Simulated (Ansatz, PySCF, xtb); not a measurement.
Noncovalent pair: H2O (SMILES O) (first 3 atoms) with CH6Si (SMILES C[SiH3]); geometry from B3LYP-D3(BJ)/def2-TZVP.
(charge 0, multiplicity 1):
```xyz
11

O      0.15116     0.71027    -0.13050
H     -0.59643     1.24287     0.16188
H     -0.19445    -0.18670    -0.19489
C      1.27897     0.14446     3.16678
Si    -0.52636    -0.32097     3.01856
H      1.41913     0.92614     3.91566
H      1.64436     0.51158     2.20711
H      1.88014    -0.71741     3.46223
H     -1.06178    -0.82567     4.30732
H     -0.72513    -1.38607     2.00199
H     -1.35152     0.84637     2.61467
```

Counterpoise-corrected where a basis set is named; no monomer relaxation. Rows marked so take none.

Rows in 6-31G* carry no dispersion term and start afresh at each structure (6-31G* with six Cartesian d functions).

Codes used: Ansatz (a first-principles code); PySCF for 6-31G* rows; xtb for the GFN methods. Each number belongs to the level named beside it.

Problem. One of these levels gives -0.10 kcal/mol for the interaction energy. Which one is it?
A. HF/6-31G*
B. HF/6-31G* (no counterpoise)
C. GFN1-xTB
D. PBE/def2-TZVPPD

Solution. A, HF/6-31G*. The others give -4.52 (GFN1-xTB), -2.04 (HF/6-31G* (no counterpoise)), -1.38 (PBE/def2-TZVPPD)
